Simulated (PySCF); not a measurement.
# From a computed spectrum to the compound

A species of 5 atoms with charge 2 has these harmonic modes (PBE0, small Gaussian bases with core potentials, PySCF 2.14.0):

```json
{"cm⁻¹": "176", "km/mol": "41.1", "symmetry": "b2"}
{"cm⁻¹": "205", "km/mol": "48.3", "symmetry": "b1"}
{"cm⁻¹": "302", "km/mol": "17.8", "symmetry": "a1"}
{"cm⁻¹": "1238", "km/mol": "14.2", "symmetry": "b2"}
{"cm⁻¹": "1250", "km/mol": "4.5", "symmetry": "b1"}
{"cm⁻¹": "1504", "km/mol": "76.0", "symmetry": "a1"}
{"cm⁻¹": "1760", "km/mol": "326.9", "symmetry": "a1"}
{"cm⁻¹": "3050", "km/mol": "0.3", "symmetry": "a1"}
{"cm⁻¹": "3187", "km/mol": "4.8", "symmetry": "b2"}
```

Which species is it, and in which structure?

[Yb(H2CO)]2+ (singlet in the valence; each metal's 4f electrons, 14 of them, lie in its core potential, out of spins and levels):
```xyz
5

Yb    0.0000    0.0000   -0.4242
O     0.0000    0.0000    1.8461
C     0.0000    0.0000    3.0767
H     0.9548    0.0000    3.6383
H    -0.9548    0.0000    3.6383
```
Ideal gas at 298.15 K and 1 bar: S = 290.5 J/(mol K), Cp = 57.7 J/(mol K), H − H(0 K) = 14.1 kJ/mol (rigid rotor, harmonic modes, spin degeneracy alone, that of the 4f electrons in the core included). An lcecp potential fixes the number of 4f electrons, so in runs with it no electron can move into or out of that shell.
 Other answers can fit too; this one was computed.
